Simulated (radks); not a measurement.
Question: The table gives one normalised radial function P(r) = r R(r) of Ar3+ in [Ne] 3s2 3p(up 3, down 0) (r in bohr). All-electron calculation, non-relativistic Kohn-Sham, BLYP, spin-polarised, spherical densities, point nucleus. Program: a radial shooting solver on a logarithmic mesh with Libxc functionals.

r           P
0.006377   0.0871
0.008106   0.1072
0.01022    0.1300
0.013      0.1568
0.01639    0.1852
0.02083    0.2158
0.02628    0.2438
0.0334     0.2670
0.04246    0.2776
0.05355    0.2680
0.06808    0.2277
0.08585    0.1510
0.1091     0.0284
0.1376    -0.1261
0.175     -0.3009
0.2207    -0.4442
0.2805    -0.5090
0.3538    -0.4382
0.4497    -0.2009
0.5672     0.1584
0.721      0.5695
0.9093     0.8784
1.156      0.9868
1.458      0.8572
1.853      0.5732
2.337      0.2963
2.971      0.1083
3.747      0.0279
4.763      0.0042

Which n and l does it have? It may be an empty orbital.

Answer: n = 3, l = 0: the number of nodes gives n - l - 1 = 2, the rise at small r (about r^(l+1)) gives l, and the extent must fit the shell. The curve is that of 3s up; the table hardly tells the two spins apart. 3s up: eigenvalue -66.693 eV, 2 radial nodes at r = 0.114, 0.516 bohr, <r> = 1.29 bohr, 90 % of the charge inside 1.91 bohr.
